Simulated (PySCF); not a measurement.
Compound: CH10N2Si3.
Atom-mapped SMILES: `[H]/[N:1]=[CH:2]\[SiH2:3][N:4]([SiH3:5])[SiH3:6]` (hydrogens: H7 on N1; H8 on C2; H9, H10 on Si3; H11, H12, H13 on Si5; H14, H15, H16 on Si6)

All values: PBE0/pcSseg-1 and CAM-B3LYP/def2-SVPD (PySCF, non-relativistic), on one gas-phase PBE0-D3(BJ)/def2-SVP geometry that isn't relaxed in the solvent. The solvent is an IEF-PCM continuum (cavity from Bondi-type radii × 1.2). Specific hydrogen bonds and non-electrostatic terms are outside this model.

Gas phase at PBE0/pcSseg-1: HOMO -7.23 eV, LUMO -0.95 eV, dipole 1.98 D.

Question: What does the continuum do to the energy, the frontier levels and the dipole at PBE0/pcSseg-1 in chloroform and acetone?

Answer: 
```tsv
solvent	ε	E(solvent) − E(gas) (kcal/mol)	polarisation term (kcal/mol)	distortion of the solute (kcal/mol)	HOMO (eV)	LUMO (eV)	dipole (D)
chloroform	4.711	-3.06	-3.39	0.33	-7.25	-0.91	2.37
acetone	20.49	-4.10	-4.71	0.61	-7.27	-0.91	2.50
```

The polarisation term is half the interaction of the solute with the surface charges that it induces; the rest is the cost of distorting the solute's density. The sum is the electrostatic part of solvation alone. From chloroform to acetone the lowering changes by a factor 1.34, Onsager's factor (ε − 1)/(2ε + 1) by 1.30 and ε itself by 4.3.

Question: Which radius a makes the point-dipole formula ΔE = −[(ε − 1)/(2ε + 1)]·μ²/a³ give the value in acetone, with the gas-phase dipole?

Answer: μ = 0.779 au and |ΔE| = 0.00653 Eh give a = 1.86 Å; the farthest nucleus lies 3.44 Å from the centroid of the nuclei, so such a sphere wouldn't even hold the nuclei. The formula assumes a rigid point dipole at the centre of a sphere.

Question: Which Hirshfeld charges (PBE0/pcSseg-1) respond most in acetone (means over atoms taken as equivalent)?

Answer: 
```tsv
atoms	environment	gas (e)	solvent (e)	change
N1	C=N nitrogen	-0.211	-0.249	-0.038
Si3	SiH2 silicon	+0.362	+0.371	+0.009
H8	hydrogen on a C=N carbon	+0.045	+0.052	+0.007
C2	C=N carbon	-0.046	-0.040	+0.006
H7	N–H hydrogen	+0.089	+0.093	+0.004
H9/H10	Si–H hydrogen	-0.073	-0.069	+0.004
Si5/Si6	SiH3 silicon	+0.346	+0.349	+0.003
N4	nitrogen bridging silicon atoms	-0.339	-0.338	+0.001
H11 (×6)	Si–H hydrogen	-0.074	-0.075	-0.001
```

Gas phase at CAM-B3LYP/def2-SVPD: HOMO -8.68 eV, LUMO 0.12 eV, dipole 2.08 D.

Question: What does the continuum do to the energy, the frontier levels and the dipole at CAM-B3LYP/def2-SVPD in acetone?

Answer: 
| solvent | ε | E(solvent) − E(gas) (kcal/mol) | polarisation term (kcal/mol) | distortion of the solute (kcal/mol) | HOMO (eV) | LUMO (eV) | dipole (D) |
| --- | --- | --- | --- | --- | --- | --- | --- |
| acetone | 20.49 | -4.19 | -4.97 | 0.78 | -8.69 | 0.16 | 2.72 |

The atom shares or the degeneracy of the HOMO differ from the gas phase in acetone, so that column needn't follow one orbital.

Question: How does the static polarisability (CAM-B3LYP/def2-SVPD, frozen core, with the continuum's full static response) change?

Answer: 
```tsv
medium	isotropic (au)	principal values (au)	⟨r²⟩ of the electrons (bohr²)
gas	104.0	98.3, 103.8, 110.0	1245.4
acetone	140.0	131.6, 141.0, 147.3	1246.5
```

The isotropic value in acetone is 1.35 times the gas-phase one; no cavity-field correction is applied. ⟨r²⟩ is taken about the centre of nuclear charge.

Hardware: Arm Neoverse V2, one thread, no GPU, on a shared host. Cost: 22 s, 0.95 GiB resident at most. This is the whole shielding run at PBE0/pcSseg-1 in acetone, SCF included.

The values belong to the conformer `[H]/[N:1]=[CH:2]\[SiH2:3][N:4]([SiH3:5])[SiH3:6]`: N1–C2–Si3–N4 -4°, C2–Si3–N4–Si5 -81°.
